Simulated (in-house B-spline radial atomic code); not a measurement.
# RPA and G0W0 on PBE: Ru IX (Ru8+)

Configuration [Ar] 3d10 4s2 4p6, mean-field start PBE. Computed with a B-spline radial code for spherical atoms: all electrons, scalar-relativistic (spin-free one-electron X2C), finite nucleus, each spin shell either full or empty, empty states to l = 9 with an (l + 1/2)⁻⁴ tail; G0W0 by contour deformation at full frequency.

Command:
```bash
python run_gw.py task.json out
```
Settings (radii: box in bohr, nucleus in fm):
```
Z                        44
electrons                36
configuration            [Ar] 3d10 4s2 4p6
hamiltonian              x2c
method                   pbe,pbe
lmax                     9
rms_radius               4.4809
spin_polarised           False
box_radius               7.7
intervals                66
```

Time taken, with all properties: 3.5 s on 1 thread of Arm Neoverse N1, on a shared host.

Energies (hartree):

| term | value |
| --- | --- |
| mean-field total | -4513.75015 |
| Hartree-Fock functional on these orbitals | -4512.19497 |
| direct second order | -3.1455 |
| second-order exchange | 0.90081 |
| SOSEX correction | 0.84472 |

(1) What is the RPA correlation energy, and what remains with SOSEX?

Quasi-particle levels (eV):

| level | occupied | mean field | Σx - vxc | Σc | QP weight | G0W0 |
| --- | --- | --- | --- | --- | --- | --- |
| 4p | yes | -169.18 | -10.03 | ? | ? | ? |
| 3d | yes | -408.74 | -31.79 | 7.21 | 0.908 | -433.32 |
| 4d | no | -120.05 | 11.20 | -2.67 | 0.971 | -111.52 |

G0W0 = mean field + (Σx - vxc) + Σc, with Σc (partial-wave tail included) taken at the quasi-particle energy. Only the outer levels were computed. Levels of low weight are left out.

(2) Where does G0W0 put 4p?

## Answers

(1) RPA gives -2.8176 hartree (-2.13 eV per electron); RPA + SOSEX gives -1.9728, and the second-order doubles -2.2446 hartree (no singles). SOSEX takes back 30 % of the RPA value.

(2) At -180.00 eV, with Σc = -0.79 eV and a quasi-particle weight of 0.963. The tabulated removal energy is 178.41 ± 0.05 eV (NIST, semi-empirical); the calculation leaves out spin-orbit coupling, Breit and QED terms, and what these don't explain is the method's own error.
